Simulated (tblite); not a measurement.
Compound: C3H11NSSi.
Z-matrix (Å and degrees, GFN2-xTB geometry), rows numbered from 1:
```
C 
C   1  1.5272
N   2  1.4488  1  113.93
C   3  1.4434  2  114.02  1   -70.72
Si  3  1.7139  2  122.68  1    85.01
S   5  2.1493  3  108.30  2    38.75
H   1  1.0877  2  109.81  3   -56.54
H   1  1.0867  2  109.75  3  -176.01
H   1  1.0874  2  111.24  3    63.94
H   2  1.0966  1  109.71  3  -121.51
H   2  1.0922  1  108.84  3   120.37
H   4  1.0870  3  109.40  2  -168.09
H   4  1.0941  3  112.44  2    71.93
H   4  1.0917  3  109.60  2   -48.82
H   5  1.4586  3  106.34  2   155.09
H   5  1.4628  3  118.96  2   -77.38
H   6  1.3235  5   96.50  3    56.75
```

Computed values, GFN2-xTB/tblite, gas phase, harmonic and unscaled. Against measured fundamentals such values can be off by several per cent, at times by over 20. Modes of hydrogen on silicon and sulfur can be 10 to 20 % off. One conformer, not necessarily the lowest.

Harmonic wavenumbers (cm⁻¹): 51.3, 74.7, 132.1, 150.2, 158.8, 183.7, 242.4, 291.0, 388.9, 436.5, 495.0, 522.9, 596.5, 684.0, 689.5, 771.4, 788.9, 826.2, 969.7, 1058.8, 1077.5, 1086.2, 1106.0, 1203.8, 1236.9, 1322.0, 1340.9, 1402.3, 1423.6, 1473.7, 1486.8, 1491.4, 1500.6, 1509.3, 2249.0, 2296.1, 2475.8, 2914.6, 2927.0, 2971.4, 2976.6, 3033.4, 3035.1, 3037.9, 3045.4.

A = 3284, B = 1442, C = 1145 MHz; mass 121.038 u (most abundant isotopes); point group C1, symmetry number 1.

Problem. What is the zero-point energy?

Solution. Half the sum of the wavenumbers: 29568 cm⁻¹ = 84.54 kcal/mol.

Problem. What is S at 400 K and 1 bar for an ideal gas of classical rigid rotors and harmonic oscillators?

Solution. Translation 41.77, rotation 29.35, vibration 37.27: S = 108.4 cal/(mol K).

Problem. And Cp and H(400 K) − H(0)?

Solution. Cp = 43.86 cal/(mol K), of which vibrations give 35.91 (their classical limit is 45 R = 89.4); H(400 K) − H(0) = 10.82 kcal/mol without the zero-point energy, 7.64 from vibrations.

Problem. Blend soft modes into free rotors: weight 1/[1 + (100 cm⁻¹/ν̃)⁴] for the oscillator and the rest for a rotor with moment μB/(μ + B), μ = h/(8π²ν), B = 10⁻⁴⁴ kg m². What vibrational entropy results?

Solution. 34.63 cal/(mol K) in place of 37.27, which changes −T·S at 400 K by +1.06 kcal/mol.

Problem. Which modes carry the vibrational entropy at 400 K?

Solution. 51.3 cm⁻¹: 5.35; 74.7 cm⁻¹: 4.60; 132.1 cm⁻¹: 3.48; 150.2 cm⁻¹: 3.23; 158.8 cm⁻¹: 3.13; 183.7 cm⁻¹: 2.85 cal/(mol K); the other 39 give 14.62 together.

Hindered rotation and anharmonicity are outside this model. Other conformers, if any are populated, would add a mixing term that is left out. The structure is chiral; the term R ln 2 for an equal mix with its mirror image is left out.
